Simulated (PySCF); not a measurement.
# Radial density of Ir³⁺ (iridium, charge +3)

UHF, [Xe] 4f14 5d6, high-spin 5D determinant. All numbers are calculated (PySCF 2.14, a scalar-relativistic core potential, in aug-cc-pVDZ-PP with ECP60MDF). This is the valence pseudo-density: the core potential removes the inner electrons and smooths the orbitals near the nucleus.

```csv
r (bohr),4πr²ρ (e/bohr),4πr²(ρα − ρβ)
0.127,5.081e-05,0.0000
0.213,0.0007762,0.0002
0.359,0.06501,0.0074
0.604,3.589,0.3117
1.02,14.14,2.7411
1.71,5.336,2.3223
2.87,0.4346,0.2568
4.83,0.001402,0.0004
8.13,2.825e-05,0.0000
```

Energies and moments cover only the electrons outside the core potential. Spin-orbit coupling, absent here, splits the open shell strongly.
